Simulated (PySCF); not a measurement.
HfO2, SMILES [O]=[Hf]=[O], multiplicity 1. Atoms are numbered in the order given.

```xyz
3

Hf     0.0000     0.0000    -0.1917
O      0.0000    -1.4459     0.8628
O      0.0000     1.4459     0.8628
```

The structure is a stationary point at B3LYP-D3(BJ)/def2-TZVP. The multiplicity is an assumed one; other spin states were not compared. The isomer is the one that the SMILES or the coordinates give; other isomers of the formula were not compared. The def2 effective core potentials stand for the cores of Hf; spin–orbit coupling is left out.

Level of theory: PBE/def2-TZVPD (PySCF).

Gas-phase values at a fixed geometry.

total energy: -198.44007 hartree
point group: C2v
highest occupied level: -5.39 eV
lowest empty level: -4.21 eV
orbital gap: 1.18 eV
dipole moment: 7.43 D
quadrupole, principal values (traceless, Buckingham form, about the centre of nuclear charge): -14.53, 2.29, 12.24 D·Å
mean static polarisability: 48.8 bohr³ (7.24 Å³)
polarisability, principal values: 30.7, 51.1, 64.7 bohr³
